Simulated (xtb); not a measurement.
CH$_{5}$N$_{2}$S (SMILES NC([NH3+])=S), charge +1, singlet, geometry from GFN2-xTB. Base run: GFN2-xTB (xtb 6.7.1).

Here is a job for xtb.
```
$ xtb mol.xyz --gfn 2 --chrg 1 --json

# file mol.xyz
9

N      1.13272355    -1.07190807    -0.25474547
C      0.11655556    -0.23660274    -0.05111200
N     -1.24763856    -0.93480136    -0.13643960
S      0.10764279     1.34012233     0.26005663
H      1.04219021    -2.05795163    -0.44565705
H      2.06805560    -0.69319618    -0.21595456
H     -1.95790376    -0.20395163     0.03487192
H     -1.35329073    -1.67200907     0.57652211
H     -1.41626422    -1.34826633    -1.06572110
```

The base run was repeated with changes; each row names its change, and settings that it needs were set with it.

```json
[
 {"change": "base", "ΔE vs base (mEh)": "0.000", "HOMO-LUMO gap (eV)": "2.39", "G_solv (kcal/mol)": "-", "SCF cycles": "12"},
 {"change": "alpb = toluene", "ΔE vs base (mEh)": "-92.244", "HOMO-LUMO gap (eV)": "2.55", "G_solv (kcal/mol)": "-59.74", "SCF cycles": "13"},
 {"change": "acc = 30", "ΔE vs base (mEh)": "0.000", "HOMO-LUMO gap (eV)": "2.39", "G_solv (kcal/mol)": "-", "SCF cycles": "9"},
 {"change": "etemp = 1000", "ΔE vs base (mEh)": "0.000", "HOMO-LUMO gap (eV)": "2.39", "G_solv (kcal/mol)": "-", "SCF cycles": "12"},
 {"change": "alpb = acetonitrile", "ΔE vs base (mEh)": "-108.5", "HOMO-LUMO gap (eV)": "2.61", "G_solv (kcal/mol)": "-71.64", "SCF cycles": "13"},
 {"change": "etemp = 5000", "ΔE vs base (mEh)": "-3.736", "HOMO-LUMO gap (eV)": "2.54", "G_solv (kcal/mol)": "-", "SCF cycles": "12"},
 {"change": "acc = 0.0001", "ΔE vs base (mEh)": "0.000", "HOMO-LUMO gap (eV)": "2.39", "G_solv (kcal/mol)": "-", "SCF cycles": "18"},
 {"change": "alpb = dmf", "ΔE vs base (mEh)": "-116.0", "HOMO-LUMO gap (eV)": "2.63", "G_solv (kcal/mol)": "-77.42", "SCF cycles": "13"},
 {"change": "file = coord", "ΔE vs base (mEh)": "0.000", "HOMO-LUMO gap (eV)": "2.39", "G_solv (kcal/mol)": "-", "SCF cycles": "12"}
]
```

ALPB and GBSA are two models with their own fitted parameters for each solvent, which aren't always the measured dielectric constant.
